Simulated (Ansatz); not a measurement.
Molecule: C$_{2}$H$_{6}$BFO$_{2}$ (charge 0, singlet). 
Structure (B3LYP-D3(BJ)/def2-TZVP (Ansatz, a program for electronic structure) minimum search):
```xyz
12

B     -0.0055     0.0056     0.0167
F      0.3997    -0.4058    -1.2047
O     -1.2970    -0.1195     0.3934
C     -2.3001    -0.6824    -0.4436
O      0.8722     0.5506     0.8874
C      2.2514     0.7320     0.5899
H     -2.7085    -1.5676     0.0453
H     -1.9053    -0.9601    -1.4213
H     -3.0979     0.0500    -0.5707
H      2.4792     1.7983     0.6154
H      2.5124     0.3307    -0.3898
H      2.8406     0.2271     1.3560
```
Charge 0, spin multiplicity 1.

Wanted: atomisation energy (electronic, to ground-state atoms), in eV. Cores are frozen in the correlated levels unless marked. Open shells are spin-unrestricted. Spin-orbit coupling is left out. No relativistic terms. The coupled-cluster limit lacks core correlation, which all-electron functionals hold. CBS(X,Y): correlation extrapolated as X^-3; Hartree-Fock from the larger set.

```json
[
 {"level": "PBE0/def2-QZVPP", "program": "Ansatz", "atomisation energy (eV)": "…"},
 {"level": "r2SCAN0-D4/def2-TZVPD", "program": "Ansatz + dftd4", "atomisation energy (eV)": "51.59"},
 {"level": "HSE06-D3(BJ)/def2-TZVPD", "program": "Ansatz + dftd3", "atomisation energy (eV)": "…"},
 {"level": "wB97M-V/def2-TZVPD", "program": "Ansatz", "atomisation energy (eV)": "52.45"},
 {"level": "CCSD(T) with core electrons/cc-pwCVTZ", "program": "Ansatz", "atomisation energy (eV)": "…"},
 {"level": "CCSD(T)/CBS(cc-pVTZ,cc-pVQZ)", "program": "Ansatz", "atomisation energy (eV)": "52.33"}
]
```

**Question.** Complete the blanks.

**Answer.** 
- PBE0/def2-QZVPP, atomisation energy (eV): 52.30
- HSE06-D3(BJ)/def2-TZVPD, atomisation energy (eV): 52.38
- CCSD(T) with core electrons/cc-pwCVTZ, atomisation energy (eV): 51.38
